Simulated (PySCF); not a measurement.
Compound: CH5FOSi.
SMILES with atom numbers: `[CH3:1][O:2][SiH2:3][F:4]` (hydrogens: H5, H6, H7 on C1; H8, H9 on Si3)

Method: PySCF, PBE0-D3(BJ)/def2-SVP geometry optimisation, gas phase; density fitting, grid level 1; the optimiser is geomeTRIC in internal coordinates, started from a GFN2-xTB structure with every atom displaced at random (about 0.01 Å).

Step 0: E = -13745.7269 eV
```
atom  x, y, z in Å  |  force x, y, z in eV/Å
C1     -1.4166   -0.0928   -0.6029   -0.950   1.538  -0.350
O2     -0.1995    0.5546   -0.4726   -1.051   0.591  -0.358
Si3     1.2184    0.0137    0.0082    1.746  -0.435   0.023
F4      1.7483   -1.1942   -0.9355   -0.066  -0.181  -0.143
H5     -2.1221    0.6364   -1.0855    0.291  -0.589   0.271
H6     -1.8361   -0.3523    0.3658   -0.222  -0.299   0.479
H7     -1.3475   -0.9594   -1.2348    0.036  -0.865  -0.499
H8      2.0903    1.1681   -0.2507    0.313   0.143   0.276
H9      1.2401   -0.5873    1.3567   -0.099   0.096   0.301
```

Step 1: E = -13745.8457 eV
```
atom  x, y, z in Å  |  force x, y, z in eV/Å
C1     -1.4295   -0.0841   -0.6116    0.173  -0.210  -0.032
O2     -0.2130    0.6108   -0.5135    0.150   0.103  -0.104
Si3     1.2564    0.0366   -0.0346   -0.483   0.054   0.327
F4      1.6644   -1.2185   -0.9713    0.147  -0.074  -0.093
H5     -2.1938    0.5831   -1.0307   -0.001   0.103  -0.038
H6     -1.7871   -0.4258    0.3756    0.023  -0.026   0.032
H7     -1.3455   -0.9669   -1.2771   -0.001   0.131   0.111
H8      2.2577    1.1221   -0.1530   -0.069  -0.003  -0.155
H9      1.1656   -0.4704    1.3650    0.061  -0.078  -0.048
```

Task: Estimate the geometry and energy of step 2. (The exact step hangs on the optimiser's Hessian estimate; all steps are aligned on step 1, rigid shifts and turns removed.)

Result: E = -13745.8590 eV, largest force 0.128 eV/Å
```
atom  x, y, z in Å  |  force x, y, z in eV/Å
C1     -1.4255   -0.0815   -0.6119   -0.049  -0.031   0.018
O2     -0.2130    0.6135   -0.5179    0.116   0.046  -0.024
Si3     1.2394    0.0262   -0.0213   -0.036   0.100   0.065
F4      1.6840   -1.2110   -0.9706    0.018  -0.070   0.000
H5     -2.1817    0.5923   -1.0418   -0.006  -0.018   0.010
H6     -1.7840   -0.4136    0.3792   -0.009  -0.008  -0.005
H7     -1.3406   -0.9669   -1.2657   -0.005   0.013   0.004
H8      2.2194    1.1239   -0.1743   -0.001   0.022  -0.023
H9      1.1772   -0.4958    1.3730   -0.027  -0.054  -0.045
```

The energy changes by -0.0133 eV. The first-order estimate −F·Δx gives -0.0258 eV and the mean of the old and new forces, exact on a quadratic surface, -0.0134 eV. The step makes an angle of 60° with the force vector and moves no atom by more than 0.044 Å.

What follows is the cost of the whole optimisation. Time: 24 s wall; peak memory 0.35 GiB. Hardware: one thread, Arm Neoverse V1 (aarch64), no GPU, shared host.
